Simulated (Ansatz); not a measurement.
A short molecular-dynamics run on CH$_{3}$AlF$_{2}$O (`O[C](F)(F)[AlH2]`).

```yaml
crystal:
  periodic: [false, false, false]
  atoms:
    - {symbol: O, position_ang: [-0.296307, 1.197512, 0.848137]}
    - {symbol: C, position_ang: [0.437224, 0.147772, 0.390062]}
    - {symbol: F, position_ang: [0.750332, -0.681011, 1.443520]}
    - {symbol: F, position_ang: [1.663715, 0.603458, -0.037644]}
    - {symbol: Al, position_ang: [-0.623252, -0.772807, -1.062785]}
    - {symbol: H, position_ang: [0.195380, 1.653864, 1.547917]}
    - {symbol: H, position_ang: [-0.432295, -0.269785, -2.547225]}
    - {symbol: H, position_ang: [-1.602596, -1.936102, -0.637683]}
basis:
  gaussian: {orbitals: def2-SVP}
hamiltonian: {xc: {name: revPBE}, dispersion: d4}
md: {timestep: 1 fs, n_steps: 50, ensemble: nvt_nose_hoover, temperature: 700, initial_velocities: maxwell_boltzmann, seed: 310}
```

```sh
$ ansatz run in.yaml --threads 2 --pin off --events-out ev --progress --plain --max-ram 4352MiB
```

```tsv
step	time (fs)	potential energy (eV)	kinetic (eV)	T (K)	conserved (eV)
0	0.0	-15150.4218	0.5429	700	-15149.8789
1	1.0	-15150.3934	0.5170	667	-15149.8764
2	2.0	-15150.3790	0.5029	648	-15149.8761
3	3.0	-15150.3830	0.5047	651	-15149.8783
4	4.0	-15150.3760	0.4974	641	-15149.8786
5	5.0	-15150.3511	0.4739	611	-15149.8772
6	6.0	-15150.3276	0.4514	582	-15149.8763
7	7.0	-15150.3195	0.4428	571	-15149.8769
8	8.0	-15150.3187	0.4406	568	-15149.8783
9	9.0	-15150.3055	0.4274	551	-15149.8785
10	10.0	-15150.2800	0.4041	521	-15149.8764
11	11.0	-15150.2723	0.3972	512	-15149.8756
12	12.0	-15150.2923	0.4152	535	-15149.8778
13	13.0	-15150.3101	0.4321	557	-15149.8788
14	14.0	-15150.3096	0.4329	558	-15149.8777
15	15.0	-15150.3047	0.4292	553	-15149.8767
16	16.0	-15150.3099	0.4342	560	-15149.8770
17	17.0	-15150.3197	0.4430	571	-15149.8783
18	18.0	-15150.3150	0.4381	565	-15149.8789
19	19.0	-15150.2901	0.4153	535	-15149.8770
20	20.0	-15150.2718	0.3987	514	-15149.8755
21	21.0	-15150.2795	0.4048	522	-15149.8774
22	22.0	-15150.2878	0.4118	531	-15149.8790
23	23.0	-15150.2731	0.3983	514	-15149.8782
24	24.0	-15150.2467	0.3737	482	-15149.8768
25	25.0	-15150.2298	0.3574	461	-15149.8765
26	26.0	-15150.2264	0.3532	455	-15149.8776
27	27.0	-15150.2202	0.3463	446	-15149.8787
28	28.0	-15150.1967	0.3243	418	-15149.8776
29	29.0	-15150.1735	0.3036	391	-15149.8755
30	30.0	-15150.1793	0.3088	398	-15149.8766
31	31.0	-15150.1998	0.3277	422	-15149.8787
32	32.0	-15150.2042	0.3328	429	-15149.8784
33	33.0	-15150.1937	0.3242	418	-15149.8770
34	34.0	-15150.1878	0.3193	412	-15149.8765
35	35.0	-15150.1940	0.3254	420	-15149.8773
36	36.0	-15150.2002	0.3310	427	-15149.8785
37	37.0	-15150.1903	0.3223	416	-15149.8779
38	38.0	-15150.1738	0.3085	398	-15149.8758
39	39.0	-15150.1789	0.3139	405	-15149.8763
40	40.0	-15150.1996	0.3328	429	-15149.8787
41	41.0	-15150.2026	0.3364	434	-15149.8790
42	42.0	-15150.1822	0.3183	410	-15149.8775
43	43.0	-15150.1595	0.2974	383	-15149.8764
44	44.0	-15150.1505	0.2887	372	-15149.8768
45	45.0	-15150.1496	0.2872	370	-15149.8782
46	46.0	-15150.1380	0.2762	356	-15149.8784
47	47.0	-15150.1146	0.2557	330	-15149.8763
48	48.0	-15150.1099	0.2526	326	-15149.8754
49	49.0	-15150.1347	0.2759	356	-15149.8778
50	50.0	-15150.1564	0.2973	383	-15149.8790
```

Velocities are drawn at the set temperature; a run this short doesn't reach equilibrium.

Frames (Å, forces in eV/Å):

```xyz
8
time=0.0 fs
O    -0.296    1.198    0.848   -0.958    0.240   -0.383
C     0.437    0.148    0.390   -0.209   -0.094   -0.211
F     0.750   -0.681    1.444    0.113   -0.646    0.614
F     1.664    0.603   -0.038    0.752    0.253   -0.422
Al   -0.623   -0.773   -1.063    0.060    0.065    0.093
H     0.195    1.654    1.548    0.388    0.294    0.494
H    -0.432   -0.270   -2.547    0.013    0.066   -0.232
H    -1.603   -1.936   -0.638   -0.158   -0.177    0.046
8
time=2.0 fs
O    -0.291    1.181    0.844   -1.724    0.279   -0.966
C     0.434    0.144    0.382    0.155   -0.467    0.298
F     0.753   -0.671    1.465    0.071   -0.571    0.213
F     1.662    0.598   -0.043    0.758    0.216   -0.476
Al   -0.627   -0.764   -1.066    0.153   -0.056    0.108
H     0.191    1.642    1.525    0.830    0.689    1.099
H    -0.476   -0.226   -2.527    0.021    0.200   -0.409
H    -1.524   -1.996   -0.703   -0.264   -0.291    0.134
8
time=4.0 fs
O    -0.290    1.166    0.837   -1.079    1.482    0.288
C     0.432    0.139    0.374    0.525   -0.636    0.842
F     0.755   -0.661    1.487    0.044   -0.508   -0.180
F     1.662    0.593   -0.048    0.690    0.134   -0.495
Al   -0.630   -0.755   -1.068    0.071   -0.329   -0.047
H     0.214    1.653    1.538   -0.073   -0.235   -0.212
H    -0.519   -0.176   -2.522   -0.007    0.234   -0.327
H    -1.455   -2.067   -0.763   -0.172   -0.142    0.131
8
time=6.0 fs
O    -0.291    1.154    0.832   -0.601    2.122    0.959
C     0.431    0.131    0.369    0.768   -0.646    1.268
F     0.758   -0.653    1.509    0.033   -0.441   -0.516
F     1.663    0.588   -0.055    0.561    0.036   -0.459
Al   -0.633   -0.747   -1.071   -0.074   -0.660   -0.355
H     0.236    1.656    1.545   -0.641   -0.761   -0.954
H    -0.562   -0.116   -2.528   -0.046    0.157   -0.035
H    -1.393   -2.142   -0.819    0.001    0.192    0.091
8
time=8.0 fs
O    -0.294    1.147    0.828   -0.837    1.628    0.325
C     0.433    0.122    0.368    0.796   -0.588    1.453
F     0.761   -0.646    1.530    0.033   -0.351   -0.769
F     1.665    0.584   -0.063    0.395   -0.049   -0.359
Al   -0.636   -0.740   -1.075   -0.153   -0.906   -0.668
H     0.236    1.632    1.518   -0.285   -0.275   -0.333
H    -0.607   -0.051   -2.536   -0.073    0.027    0.290
H    -1.330   -2.210   -0.871    0.122    0.514    0.061
8
time=10.0 fs
O    -0.300    1.144    0.825   -1.472    0.477   -1.002
C     0.437    0.111    0.372    0.632   -0.455    1.427
F     0.763   -0.639    1.549    0.051   -0.252   -0.941
F     1.668    0.579   -0.072    0.218   -0.126   -0.212
Al   -0.639   -0.734   -1.079   -0.121   -0.988   -0.841
H     0.226    1.600    1.482    0.629    0.746    1.007
H    -0.655    0.016   -2.533   -0.080   -0.087    0.507
H    -1.264   -2.259   -0.920    0.144    0.685    0.054
8
time=12.0 fs
O    -0.308    1.143    0.820   -0.811    0.361   -0.721
C     0.443    0.098    0.380    0.345   -0.196    1.283
F     0.766   -0.633    1.566    0.097   -0.173   -1.029
F     1.672    0.574   -0.081    0.057   -0.210   -0.040
Al   -0.642   -0.729   -1.084    0.015   -0.882   -0.806
H     0.237    1.593    1.479    0.295    0.593    0.694
H    -0.705    0.079   -2.511   -0.077   -0.142    0.558
H    -1.191   -2.283   -0.968    0.078    0.649    0.061
8
time=14.0 fs
O    -0.318    1.142    0.813    0.599    0.834    0.487
C     0.450    0.085    0.393   -0.011    0.143    1.023
F     0.769   -0.627    1.581    0.166   -0.120   -1.028
F     1.675    0.569   -0.090   -0.081   -0.294    0.142
Al   -0.646   -0.726   -1.091    0.235   -0.611   -0.564
H     0.257    1.606    1.500   -0.785   -0.234   -0.572
H    -0.759    0.137   -2.469   -0.079   -0.116    0.445
H    -1.116   -2.282   -1.013   -0.045    0.397    0.066
8
time=16.0 fs
O    -0.327    1.143    0.807    1.095    0.645    0.711
C     0.457    0.072    0.408   -0.380    0.423    0.579
F     0.773   -0.622    1.594    0.240   -0.086   -0.934
F     1.679    0.563   -0.098   -0.200   -0.358    0.328
Al   -0.649   -0.723   -1.098    0.507   -0.244   -0.161
H     0.250    1.613    1.502   -0.979   -0.349   -0.789
H    -0.816    0.191   -2.409   -0.099   -0.012    0.214
H    -1.043   -2.266   -1.056   -0.184   -0.019    0.052
8
time=18.0 fs
O    -0.334    1.146    0.803    0.495   -0.284   -0.239
C     0.463    0.060    0.426   -0.694    0.615    0.009
F     0.777   -0.617    1.606    0.311   -0.072   -0.759
F     1.682    0.556   -0.106   -0.302   -0.399    0.498
Al   -0.651   -0.721   -1.106    0.753    0.082    0.289
H     0.208    1.609    1.477   -0.147    0.363    0.224
H    -0.877    0.245   -2.341   -0.135    0.119   -0.031
H    -0.977   -2.250   -1.097   -0.280   -0.423    0.010
8
time=20.0 fs
O    -0.339    1.148    0.798   -0.125   -1.114   -1.129
C     0.467    0.051    0.444   -0.899    0.825   -0.500
F     0.781   -0.611    1.615    0.371   -0.089   -0.549
F     1.684    0.548   -0.114   -0.388   -0.435    0.629
Al   -0.652   -0.719   -1.113    0.876    0.221    0.620
H     0.160    1.618    1.461    0.612    0.980    1.138
H    -0.942    0.303   -2.274   -0.161    0.166   -0.159
H    -0.921   -2.251   -1.137   -0.287   -0.555   -0.051
8
time=22.0 fs
O    -0.345    1.147    0.791    0.572   -0.464   -0.086
C     0.468    0.044    0.460   -0.968    1.066   -0.832
F     0.786   -0.606    1.624    0.408   -0.127   -0.363
F     1.686    0.540   -0.119   -0.457   -0.470    0.709
Al   -0.652   -0.716   -1.119    0.839    0.164    0.733
H     0.131    1.661    1.482   -0.040    0.101    0.053
H    -1.014    0.367   -2.213   -0.133    0.047   -0.114
H    -0.876   -2.271   -1.180   -0.220   -0.317   -0.098
8
time=24.0 fs
O    -0.349    1.146    0.784    1.042    0.295    0.910
C     0.466    0.040    0.473   -0.907    1.194   -1.025
F     0.792   -0.602    1.632    0.397   -0.144   -0.246
F     1.687    0.530   -0.124   -0.515   -0.483    0.742
Al   -0.651   -0.713   -1.125    0.691    0.042    0.678
H     0.102    1.707    1.506   -0.530   -0.809   -0.977
H    -1.091    0.432   -2.155   -0.042   -0.203    0.029
H    -0.839   -2.304   -1.226   -0.137    0.108   -0.111
8
time=26.0 fs
O    -0.350    1.145    0.778    0.641    0.183    0.655
C     0.461    0.041    0.483   -0.739    1.088   -1.139
F     0.799   -0.597    1.639    0.326   -0.110   -0.211
F     1.687    0.520   -0.127   -0.559   -0.447    0.739
Al   -0.649   -0.710   -1.129    0.519   -0.037    0.589
H     0.054    1.726    1.496   -0.191   -0.693   -0.687
H    -1.170    0.490   -2.097    0.079   -0.457    0.150
H    -0.807   -2.332   -1.276   -0.075    0.473   -0.095
8
time=28.0 fs
O    -0.351    1.144    0.774   -0.291   -0.754   -0.651
C     0.453    0.044    0.490   -0.487    0.773   -1.156
F     0.807   -0.593    1.646    0.198   -0.022   -0.264
F     1.685    0.509   -0.128   -0.586   -0.364    0.702
Al   -0.646   -0.707   -1.133    0.374   -0.046    0.552
H     0.000    1.720    1.463    0.650    0.379    0.703
H    -1.245    0.530   -2.033    0.182   -0.613    0.182
H    -0.779   -2.343   -1.330   -0.039    0.647   -0.070
8
time=30.0 fs
O    -0.352    1.141    0.769   -0.614   -0.759   -0.863
C     0.444    0.050    0.492   -0.158    0.346   -1.028
F     0.815   -0.589    1.653    0.031    0.086   -0.390
F     1.683    0.497   -0.128   -0.581   -0.258    0.624
Al   -0.643   -0.705   -1.135    0.274    0.015    0.591
H    -0.030    1.727    1.453    0.836    0.594    1.003
H    -1.314    0.548   -1.962    0.227   -0.623    0.114
H    -0.751   -2.329   -1.387   -0.016    0.599   -0.052
8
time=32.0 fs
O    -0.354    1.137    0.762   -0.183    0.682    0.587
C     0.435    0.058    0.492    0.209   -0.130   -0.793
F     0.823   -0.584    1.658   -0.152    0.188   -0.548
F     1.679    0.484   -0.127   -0.537   -0.141    0.508
Al   -0.639   -0.702   -1.137    0.232    0.133    0.704
H    -0.031    1.752    1.478    0.235   -0.593   -0.368
H    -1.375    0.542   -1.887    0.189   -0.482   -0.030
H    -0.725   -2.294   -1.446    0.007    0.342   -0.061
8
time=34.0 fs
O    -0.356    1.135    0.756   -0.015    1.408    1.276
C     0.426    0.065    0.489    0.510   -0.618   -0.566
F     0.831   -0.579    1.663   -0.338    0.279   -0.689
F     1.674    0.471   -0.124   -0.466   -0.001    0.373
Al   -0.635   -0.699   -1.138    0.254    0.252    0.868
H    -0.022    1.757    1.491   -0.049   -1.046   -0.945
H    -1.428    0.517   -1.813    0.065   -0.219   -0.206
H    -0.698   -2.245   -1.507    0.038   -0.056   -0.111
8
time=36.0 fs
O    -0.359    1.136    0.753   -0.272    0.927    0.666
C     0.419    0.070    0.484    0.664   -1.061   -0.410
F     0.838   -0.574    1.666   -0.513    0.352   -0.784
F     1.668    0.458   -0.121   -0.371    0.164    0.234
Al   -0.630   -0.695   -1.138    0.292    0.276    1.001
H    -0.013    1.725    1.470    0.214   -0.315   -0.180
H    -1.480    0.485   -1.747   -0.096    0.064   -0.348
H    -0.670   -2.198   -1.573    0.083   -0.407   -0.178
8
time=38.0 fs
O    -0.363    1.138    0.751   -0.662   -0.071   -0.461
C     0.414    0.071    0.478    0.664   -1.306   -0.242
F     0.844   -0.568    1.667   -0.665    0.379   -0.837
F     1.661    0.446   -0.118   -0.253    0.323    0.082
Al   -0.625   -0.692   -1.136    0.233    0.140    0.950
H     0.005    1.682    1.445    0.730    0.801    1.078
H    -1.534    0.454   -1.693   -0.188    0.214   -0.389
H    -0.638   -2.166   -1.646    0.140   -0.480   -0.181
8
time=40.0 fs
O    -0.368    1.141    0.749   -0.020    0.240    0.201
C     0.411    0.069    0.471    0.551   -1.227    0.045
F     0.849   -0.561    1.667   -0.779    0.333   -0.850
F     1.654    0.434   -0.114   -0.102    0.444   -0.093
Al   -0.620   -0.688   -1.133    0.006   -0.106    0.639
H     0.048    1.665    1.455    0.278    0.394    0.433
H    -1.596    0.431   -1.654   -0.123    0.150   -0.315
H    -0.601   -2.152   -1.725    0.189   -0.228   -0.060
8
time=42.0 fs
O    -0.373    1.145    0.747    1.077    0.804    1.372
C     0.409    0.062    0.464    0.354   -0.879    0.410
F     0.852   -0.554    1.665   -0.851    0.219   -0.809
F     1.647    0.423   -0.110    0.070    0.532   -0.282
Al   -0.615   -0.684   -1.129   -0.331   -0.346    0.168
H     0.101    1.663    1.481   -0.600   -0.432   -0.825
H    -1.662    0.413   -1.627    0.073   -0.049   -0.179
H    -0.556   -2.146   -1.807    0.208    0.152    0.145
8
time=44.0 fs
O    -0.375    1.150    0.748    1.439    0.484    1.320
C     0.409    0.053    0.459    0.115   -0.466    0.706
F     0.853   -0.546    1.662   -0.883    0.060   -0.693
F     1.640    0.412   -0.107    0.247    0.606   -0.469
Al   -0.610   -0.681   -1.124   -0.640   -0.516   -0.283
H     0.132    1.646    1.478   -0.761   -0.376   -0.874
H    -1.726    0.394   -1.607    0.287   -0.237   -0.047
H    -0.504   -2.134   -1.884    0.196    0.445    0.340
8
time=46.0 fs
O    -0.374    1.157    0.752    0.808   -0.597    0.023
C     0.409    0.042    0.455   -0.115   -0.078    0.870
F     0.853   -0.538    1.657   -0.870   -0.133   -0.492
F     1.633    0.404   -0.105    0.410    0.664   -0.641
Al   -0.606   -0.678   -1.121   -0.828   -0.601   -0.593
H     0.138    1.617    1.445    0.007    0.516    0.340
H    -1.779    0.366   -1.589    0.417   -0.325    0.040
H    -0.444   -2.106   -1.947    0.171    0.555    0.454
8
time=48.0 fs
O    -0.371    1.162    0.757    0.224   -1.344   -0.933
C     0.409    0.031    0.455   -0.300    0.346    0.947
F     0.851   -0.530    1.651   -0.803   -0.367   -0.211
F     1.627    0.396   -0.105    0.540    0.684   -0.790
Al   -0.603   -0.676   -1.117   -0.858   -0.587   -0.705
H     0.143    1.607    1.424    0.635    1.088    1.170
H    -1.816    0.325   -1.569    0.407   -0.292    0.067
H    -0.377   -2.056   -1.994    0.156    0.472    0.455
8
time=50.0 fs
O    -0.368    1.164    0.759    1.009   -0.627    0.106
C     0.408    0.021    0.457   -0.419    0.821    0.939
F     0.847   -0.522    1.644   -0.677   -0.638    0.144
F     1.622    0.390   -0.105    0.621    0.657   -0.903
Al   -0.602   -0.675   -1.115   -0.730   -0.481   -0.601
H     0.168    1.634    1.442   -0.216    0.197   -0.055
H    -1.839    0.273   -1.547    0.239   -0.152    0.039
H    -0.304   -1.989   -2.024    0.172    0.224    0.331
```

Run time 68 s (2 threads of an Arm Neoverse V1 on a shared host); peak host memory 0.39 GiB.
